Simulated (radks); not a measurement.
Isoelectronic series with 19 electrons, each ion in its NIST ground configuration. Method: scalar-relativistic Kohn-Sham, PBEsol, spin-polarised, spherical densities, finite nucleus; open shells are filled with parallel spins first (spin-orbit coupling, left out, can overturn this in heavy ions); Fermi nuclear charge, rms radius of each element as measured or else 0.836 A^(1/3) + 0.57 fm; computed with a radial shooting solver on a logarithmic mesh with Libxc functionals. Total energies (hartree) and mean radii <r> (bohr) (* marks an orbital that is empty in some or all of the ions):

| ion | configuration | E (hartree) | 4s up* | 3p down | 3p up | 3s down |
|---|---|---|---|---|---|---|
| K | [Ar] 4s1 | -601.29018 | 4.908 | 1.433 | 1.438 | 1.269 |
| Sc2+ | [Ar] 3d1 | -762.43374 | 3.068 | 1.163 | 1.164 | 1.074 |
| V4+ | [Ar] 3d1 | -944.44311 | 2.298 | 0.9695 | 0.9680 | 0.9234 |
| Mn6+ | [Ar] 3d1 | -1147.15154 | 1.872 | 0.8324 | 0.8306 | 0.8085 |
| Co8+ | [Ar] 3d1 | -1370.63332 | 1.590 | 0.7300 | 0.7285 | 0.7188 |
| Cu10+ | [Ar] 3d1 | -1614.99814 | 1.387 | 0.6506 | 0.6492 | 0.6468 |
| Ga12+ | [Ar] 3d1 | -1880.37783 | 1.232 | 0.5870 | 0.5858 | 0.5879 |
| As14+ | [Ar] 3d1 | -2166.92247 | 1.110 | 0.5348 | 0.5338 | 0.5387 |
| Br16+ | [Ar] 3d1 | -2474.79869 | 1.010 | 0.4912 | 0.4903 | 0.4970 |
| Rb18+ | [Ar] 3d1 | -2804.18900 | 0.9263 | 0.4541 | 0.4534 | 0.4611 |
| Nb22+ | [Ar] 3d1 | -3528.31988 | 0.7952 | 0.3945 | 0.3940 | 0.4026 |
| Tc24+ | [Ar] 3d1 | -3923.50537 | 0.7425 | 0.3702 | 0.3697 | 0.3784 |
| Rh26+ | [Ar] 3d1 | -4341.09643 | 0.6963 | 0.3486 | 0.3482 | 0.3568 |
| Ag28+ | [Ar] 3d1 | -4781.36062 | 0.6553 | 0.3293 | 0.3290 | 0.3374 |
| In30+ | [Ar] 3d1 | -5244.58115 | 0.6188 | 0.3121 | 0.3117 | 0.3199 |
| Sb32+ | [Ar] 3d1 | -5731.06403 | 0.5860 | 0.2965 | 0.2961 | 0.3040 |
